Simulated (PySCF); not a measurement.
CuH, SMILES [CuH] (connectivity only; charge and spin as stated), neutral, multiplicity 1. Atoms are numbered in the order given.

```xyz
2

Cu     0.0000     0.0000    -0.0495
H      0.0000     0.0000     1.4359
```
Charge 0, spin multiplicity 1.

The structure is a stationary point at PBE0-D3(BJ)/def2-TZVPD. The spin state was assumed, not searched.

The numbers are results of PBE0-D3(BJ)/def2-TZVPD run with PySCF, not measurements.

Frequencies are harmonic and unscaled.

```tsv
mode	ν (cm⁻¹)	IR (km/mol)	Raman (Å⁴/amu)	depolarisation	moving atoms (share of kinetic energy)
1	1865	65.9	104.8	0.40	H 98 %
```
